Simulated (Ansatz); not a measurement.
Reaction (isomerisation): `NCC1O[SiH2]1` → `NC1CO[SiH2]1`

Gas-phase electronic energies from Ansatz, PBE0-D4/def2-TZVP geometries. CCSD(T)/CBS adds triple-zeta CCSD(T) − MP2 to the extrapolated MP2 energy (def2 sets, frozen cores). DFT in def2-TZVPP. B3LYP here is the variant with VWN-RPA as its local correlation; programs differ in this. HSE06 is defined as in plane-wave codes. Each species was taken in one conformer, which may not be the lowest.

```csv
level,ΔE (kcal/mol),difference from CCSD(T)/CBS
revPBE-D4,-13.0,1.7
BLYP-D4,-12.5,2.2
BHLYP-D4,-16.9,-2.2
ωB97M-V,-15.4,-0.7
B2PLYP,-14.2,0.5
PBE,-12.5,2.2
r2SCAN,-13.1,1.6
B3LYP,-13.9,0.8
r2SCANh,-13.9,0.8
HSE06,-15.0,-0.3
HF/def2-SVP,-19.3,-4.6
CCSD/def2-SVP,-15.1,-0.4
CCSD(T)/def2-TZVPP,-14.8,-0.1
SCS-MP2/def2-QZVPP,-14.9,-0.2
HF/CBS(def2),-18.4,-3.7
MP2/CBS(def2),-14.6,0.1
CCSD(T)/CBS,-14.7,0
```

(1) What do rigid-rotor, harmonic-oscillator terms from PBE0-D4/def2-TZVP frequencies (298.15 K, 1 bar) make of the CCSD(T)/CBS value? (An estimate is asked.)

Largest T1 diagnostic among the species: 0.013.

Results:

(1) The calculation gave: ΔZPE = +0.3 kcal/mol, ΔH = -14.6 kcal/mol, ΔS = -5 J/(mol·K), ΔG = -14.2 kcal/mol.

From r2SCAN to r2SCAN0 (25 % exact exchange), in def2-TZVPP and without D4, ΔE moves by −2.0 kcal/mol. In def2-TZVPP, CCSD(T) changes the Hartree–Fock value by +3.7 kcal/mol (the triples alone add +0.8 kcal/mol) and MP2 by +3.8 kcal/mol.

CCSD(T)/CBS has its own doubt, a few kJ/mol and more with outer-core shells, so smaller differences from it don't rank the levels.
